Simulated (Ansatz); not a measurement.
Ideal-gas functions of Cl3In, SMILES `[Cl][In]([Cl])[Cl]` at 500 K and 1 bar, from an Ansatz frequency run at PBE0-D4/def2-TZVP.

Molar mass 221.18 g/mol, point group D3h (symmetry number 6), electronic degeneracy 1, moments of inertia 279.554, 279.651, 559.205 u Å². Harmonic wavenumbers (cm⁻¹, unscaled): 90, 90, 101, 350, 398, 398.

Use S(trans) = R[1.5 ln M + 2.5 ln T − 1.1517]; rotational temperatures θ = 24.2544 K / I; S(rot) = R[ln(√π/σ · √(T³/θAθBθC)) + 1.5]; for each mode x = 1.438777 ν̃/T, S = R[x/(eˣ − 1) − ln(1 − e⁻ˣ)] and H = RT x/(eˣ − 1); 1 cm⁻¹ = 0.0119627 kJ/mol; R = 8.31446 J/(mol·K).

**Question.** By hand: the entropy, in J/(mol·K).

**Answer.** Translation 186.9. Rotation: θ = 0.0868, 0.0867, 0.0434 K, giving 113.2. Vibration, mode by mode: 19.57, 19.57, 18.62, 8.60, 7.63, 7.63, in all 81.6. Electronic 0.0. Sum 381.7 J/(mol·K).

**Question.** By hand: H − E and G − E in kJ/mol, counted from the electronic energy.

**Answer.** Zero-point energy ½ × 1427 × 0.0119627 = 8.5; thermal vibration 17.7; translation, rotation and pV give 4 RT = 16.6. H − E = 42.8 kJ/mol, and G − E = 42.8 − 500 × 381.7/1000 = -148.1 kJ/mol.

Vibration gives 21 % of the entropy, 57.8 J/(mol·K) of it from the modes under 150 cm⁻¹: soft modes count most, and the harmonic formula is weakest for them.
